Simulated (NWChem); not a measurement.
# Total energies of H$_{3}$N$_{2}$

```
N
H 1 1.0149
H 1 1.0194 2 113.76
N 1 1.3347 2 114.25 3 145.36
H 4 1.0273 1 105.64 2 -168.24
```
Charge 0, spin multiplicity 2.

Everything below was run with NWChem. All single points use one geometry, from UPBE0/def2-SVP, a minimum by its harmonic frequencies. It is one conformer; others weren't searched.

Basis set: 6-311G** (54 functions).

| method | total energy (Ha) | relative cost |
|---|---|---|
| UHF | -110.60680 | 1 |
| UMP2 | -110.94563 | under 3 |
| UB2PLYP | -111.15182 | under 3 |
| UPBE | -111.12993 | under 3 |
| UB3LYP | -111.26382 | under 3 |
| UPBE0 | -111.13301 | under 3 |

Total energies of different functionals aren't comparable as a measure of quality: only differences taken within one method are. The cost column gives rough processor time relative to UHF; each entry includes its own SCF.

The correlated methods keep 2 core orbitals frozen. B3LYP has NWChem's definition, with VWN1-RPA local correlation. The Pople sets run with spherical d functions. The structure started from a generated list of species. No SCF solution was tested for a lower state. Open-shell Hartree-Fock references start from PBE0 orbitals; any time given for them includes that run.
